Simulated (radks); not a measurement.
Results of a calculation; reference values are marked as such.
All-electron atom: He I in [He] (the NIST ground configuration). Code: a radial shooting solver on a logarithmic mesh with Libxc functionals. Model: non-relativistic Kohn-Sham, PBE, spin-unpolarised, spherical densities, point nucleus; hard spherical wall at 6 bohr.

Normalised radial functions P(r) = r R(r), r in bohr:

r             2s      2p
0.03529   0.0599  0.0005
0.04208   0.0705  0.0007
0.05017   0.0827  0.0010
0.05983   0.0967  0.0014
0.07078   0.1118  0.0020
0.0844    0.1297  0.0028
0.1006    0.1496  0.0039
0.12      0.1714  0.0054
0.142     0.1938  0.0074
0.1693    0.2185  0.0102
0.2018    0.2436  0.0141
0.2407    0.2679  0.0194
0.2847    0.2890  0.0262
0.3395    0.3070  0.0355
0.4048    0.3182  0.0479
0.4828    0.3198  0.0640
0.5711    0.3093  0.0839
0.681     0.2828  0.1105
0.812     0.2374  0.1440
0.9683    0.1704  0.1858
1.145     0.0853  0.2343
1.366    -0.0258  0.2948
1.629    -0.1562  0.3647
1.942    -0.2991  0.4413
2.297    -0.4351  0.5143
2.739    -0.5562  0.5768
3.267    -0.6244  0.6021
3.895    -0.6024  0.5595
4.608    -0.4655  0.4259
5.495    -0.1854  0.1690

2s (empty): eigenvalue 3.967 eV, 1 radial node at r = 1.31 bohr, <r> = 3.33 bohr, 90 % of the charge inside 4.65 bohr. 2p (empty): eigenvalue 4.800 eV, 0 radial nodes, <r> = 3.22 bohr, 90 % of the charge inside 4.56 bohr.
